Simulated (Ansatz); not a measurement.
Frontier orbitals of C2H6SSi (`C[SiH]1CS1`).

The species carries charge 0 and has multiplicity 1. Geometry: relaxed with PBE0-D4/def2-TZVP. Basis def2-TZVPP, Ansatz 0.2.0.

```
functional  HOMO (eV)  LUMO (eV)
    r2SCAN      -5.81      -0.34
```

Problem. Give HOMO and LUMO (eV) with LDA (SPW92), PBE, revPBE, BLYP, B97M-V, PBE0, B3LYP, r2SCANh, r2SCAN0, HSE06 (plane-wave form), BHLYP, CAM-B3LYP, LC-ωPBE, ωB97X-V, ωB97M-V, HF. (Estimate.)

Solution. Computed: 
| functional | HOMO | LUMO |
| --- | --- | --- |
| LDA (SPW92) | -5.67 | -0.86 |
| PBE | -5.57 | -0.64 |
| revPBE | -5.53 | -0.55 |
| BLYP | -5.39 | -0.51 |
| B97M-V | -5.90 | -0.37 |
| PBE0 | -6.77 | 0.21 |
| B3LYP | -6.51 | 0.00 |
| r2SCANh | -6.26 | -0.04 |
| r2SCAN0 | -6.93 | 0.40 |
| HSE06 (plane-wave form) | -6.37 | -0.16 |
| BHLYP | -7.81 | 1.08 |
| CAM-B3LYP | -8.06 | 1.21 |
| LC-ωPBE | -9.47 | 2.36 |
| ωB97X-V | -9.11 | 2.22 |
| ωB97M-V | -8.94 | 1.93 |
| HF | -9.49 | 3.19 |

B3LYP here is the variant with VWN-RPA as its local correlation; programs differ in this. LC-ωPBE has ω = 0.4 bohr⁻¹. Positive LUMOs are unbound and depend on the basis.
